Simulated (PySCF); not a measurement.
BaO, singlet, at a GFN2-xTB geometry (such geometries of metal compounds can be far from the true shape) (core potentials on Ba), with bond 2-1 at 2.0 times its length; B3LYP/def2-SVP in PySCF.

PySCF was given this input:
```python
from pyscf import gto, scf, dft

mol = gto.M(
    atom='''
Ba   -0.00000000   -0.00000000   -0.26274358
O     0.00000000    0.00000000    3.94115366
''',
    basis='def2-svp',
    ecp={'Ba': 'def2-svp'},
    verbose=4,
)

mf = dft.RKS(mol)
mf.xc = 'b3lyp'
mf.diis_space = 4
mf.kernel()
```

Output, abridged:

```
PySCF version 2.14.0

[INPUT] verbose = 4
[INPUT] num. atoms = 2
[INPUT] num. electrons = 18
[INPUT] charge = 0
[INPUT] spin (= nelec alpha-beta = 2S) = 0
[INPUT] symmetry False subgroup None
[INPUT] Mole.unit = angstrom
[INPUT] Symbol           X                Y                Z      unit          X                Y                Z       unit  Magmom
[...]
nuclear repulsion = 10.0702216197844
number of shells = 15
number of NR pGTOs = 73
number of NR cGTOs = 37
basis = def2-svp
ecp = {'Ba': 'def2-svp'}

******** <class 'pyscf.dft.rks.RKS'> ********
method = RKS
initial guess = minao
damping factor = 0
level_shift factor = 0
DIIS = <class 'pyscf.scf.diis.CDIIS'>
diis_start_cycle = 1
diis_space = 4
diis_damp = 0
SCF conv_tol = 1e-09
SCF conv_tol_grad = None
SCF max_cycles = 50
direct_scf = True
direct_scf_tol = 1e-13
XC library pyscf.dft.libxc version 7.1.2
    S. Lehtola, C. Steigemann, M. J. T. Oliveira, and M. A. L. Marques,  SoftwareX 7, 1–5 (2018)
XC functionals = b3lyp
    P. J. Stephens, F. J. Devlin, C. F. Chabalowski, and M. J. Frisch,  J. Phys. Chem. 98, 11623 (1994)
radial grids:
    Treutler-Ahlrichs [JCP 102, 346 (1995); DOI:10.1063/1.469408] (M4) radial grids

becke partition: Becke, JCP 88, 2547 (1988); DOI:10.1063/1.454033
pruning grids: <function nwchem_prune>
grids dens level: 3
symmetrized grids: False
atomic radii adjust function: <function treutler_atomic_radii_adjust>
small_rho_cutoff = 0
Set gradient conv threshold to 3.16228e-05
Initial guess from minao.
tot grids = 38008
init E= -90.3416414186599
[...]
cycle= 1 E= -99.5534194894531  delta_E= -9.21  |g|= 1.44  |ddm|= 2.09

WARN: HOMO -0.181768197727291 == LUMO -0.181768197727285

cycle= 2 E= -83.8464164793592  delta_E= 15.7  |g|= 1.32  |ddm|= 6.01
[...]
cycle= 3 E= -91.3051131811375  delta_E= -7.46  |g|= 4.37  |ddm|= 9.24
[...]
cycle= 4 E= -92.3166605650265  delta_E= -1.01  |g|= 4.05  |ddm|= 1.57
[...]
cycle= 5 E= -96.4163714486115  delta_E= -4.1  |g|=  3.6  |ddm|= 5.05
[...]
cycle= 6 E= -55.3997231888685  delta_E=   41  |g|= 2.42  |ddm|= 11.4
[...]
cycle= 7 E= -81.9355364061222  delta_E= -26.5  |g|= 1.94  |ddm|=   14
[...]
cycle= 8 E= -99.4098278510332  delta_E= -17.5  |g|= 1.68  |ddm|=    6
[...]
cycle= 9 E= -83.0181444578797  delta_E= 16.4  |g|= 1.39  |ddm|= 5.06
[...]
cycle= 10 E= -97.8238287000961  delta_E= -14.8  |g|= 2.96  |ddm|= 5.37
[...]
cycle= 11 E= -98.85927596628  delta_E= -1.04  |g|= 2.28  |ddm|= 0.788
[...]
[...]
[...]
cycle= 21 E= -93.0853376167805  delta_E= 6.68  |g|= 1.67  |ddm|= 4.97
[...]
cycle= 22 E= -99.6500123358874  delta_E= -6.56  |g|=  1.3  |ddm|=    5
[...]
cycle= 23 E= -99.812572851228  delta_E= -0.163  |g|= 1.14  |ddm|= 0.38
[...]
cycle= 24 E= -92.9395189960526  delta_E= 6.87  |g|= 1.73  |ddm|=  5.2
[...]
cycle= 25 E= -99.1386127235136  delta_E= -6.2  |g|= 1.98  |ddm|= 5.34
[...]
cycle= 26 E= -93.0200991821459  delta_E= 6.12  |g|= 1.69  |ddm|= 5.07
[...]
cycle= 27 E= -99.3782887458928  delta_E= -6.36  |g|= 1.71  |ddm|= 5.02
[...]
cycle= 28 E= -99.3047225786239  delta_E= 0.0736  |g|=  1.8  |ddm|= 0.0865
[...]
cycle= 29 E= -99.3802738548439  delta_E= -0.0756  |g|= 1.71  |ddm|= 0.137
[...]
cycle= 30 E= -99.3943816362263  delta_E= -0.0141  |g|= 1.69  |ddm|= 0.078

WARN: HOMO -0.188279561445372 == LUMO -0.187514091970305

cycle= 31 E= -83.8604284675484  delta_E= 15.5  |g|= 1.33  |ddm|= 6.11
[...]
cycle= 32 E= -98.3260260286938  delta_E= -14.5  |g|= 2.68  |ddm|=  6.3
[...]
cycle= 33 E= -99.0693124453832  delta_E= -0.743  |g|= 2.08  |ddm|= 0.599
[...]
cycle= 34 E= -99.5086179077551  delta_E= -0.439  |g|= 1.61  |ddm|= 0.497
[...]
cycle= 35 E= -98.5473000244785  delta_E= 0.961  |g|= 2.53  |ddm|= 0.903
[...]
cycle= 36 E= -91.5568550748443  delta_E= 6.99  |g|= 3.27  |ddm|= 5.87
[...]
cycle= 37 E= -92.9457055184795  delta_E= -1.39  |g|= 1.73  |ddm|= 1.11
[...]
cycle= 38 E= -99.255140578917  delta_E= -6.31  |g|= 1.85  |ddm|= 5.31
[...]
cycle= 39 E= -93.2154753308599  delta_E= 6.04  |g|= 1.59  |ddm|= 4.79
[...]
cycle= 40 E= -98.261350441539  delta_E= -5.05  |g|= 2.71  |ddm|= 4.98
[...]
cycle= 41 E= -99.4705316757568  delta_E= -1.21  |g|=  1.6  |ddm|= 1.06
[...]
cycle= 42 E= -99.5035188555304  delta_E= -0.033  |g|= 1.56  |ddm|= 0.0464
[...]
cycle= 43 E= -99.3921861543144  delta_E= 0.111  |g|= 1.69  |ddm|= 0.16

WARN: HOMO -0.168065186995616 == LUMO -0.168048764953094

cycle= 44 E= -83.9395905908669  delta_E= 15.5  |g|= 1.31  |ddm|= 6.09
[...]
cycle= 45 E= -97.6333060193698  delta_E= -13.7  |g|= 3.06  |ddm|=  6.4
[...]
cycle= 46 E= -99.3608197289171  delta_E= -1.73  |g|= 1.79  |ddm|= 1.36
[...]
cycle= 47 E= -92.969650571778  delta_E= 6.39  |g|= 1.65  |ddm|= 5.37
[...]
cycle= 48 E= -97.963575185162  delta_E= -4.99  |g|= 2.89  |ddm|= 5.63
[...]
cycle= 49 E= -99.1220498686916  delta_E= -1.16  |g|= 2.01  |ddm|= 0.909
[...]
cycle= 50 E= -93.0027628350299  delta_E= 6.12  |g|= 1.63  |ddm|= 5.44
SCF not converged.
SCF energy = -93.0027628350299
```

Convergence was not reached.
